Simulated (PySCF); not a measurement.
# How methods differ on the ionisation energy of Pd³¹⁺

Pd³¹⁺ [Ne] 3s2 3p3 (4S) → Pd³²⁺ [Ne] 3s2 3p2 (3P), as a difference of total energies. All numbers are calculated (PySCF 2.14, the spin-free X2C one-electron Hamiltonian (Gaussian nucleus), in an even-tempered Gaussian basis (18 s from 4.7 bohr⁻², ratio 2.5; 12 p from 6.1 bohr⁻², ratio 2.5; 5 d from 26 bohr⁻², ratio 2.7; 4 f from 38 bohr⁻², ratio 2.7)). Correlated levels: outer shells: 1s2 frozen; virtual orbitals above 40 to 60 times the deepest correlated orbital energy dropped. The calculations carry no spin-orbit coupling.

| method | ionisation energy (eV) |
| --- | --- |
| UHF | 1873.2 |
| MP2 (outer shells) | 1873.7 |
| SCS-MP2 (outer shells) | 1873.5 |
| CCSD (outer shells) | 1873.5 |
| CCSD(T) (outer shells) | 1873.5 |

Spin-orbit coupling is strong in these open shells (close to jj coupling). The scalar numbers leave it out and a first-order estimate fails, so it can dominate the gap to the real levels.

Breit and QED terms and the two-electron picture change are absent.

For comparison: 1869 ± 7 eV (semi-empirical (NIST evaluation); NIST Atomic Spectra Database, ionization energies).
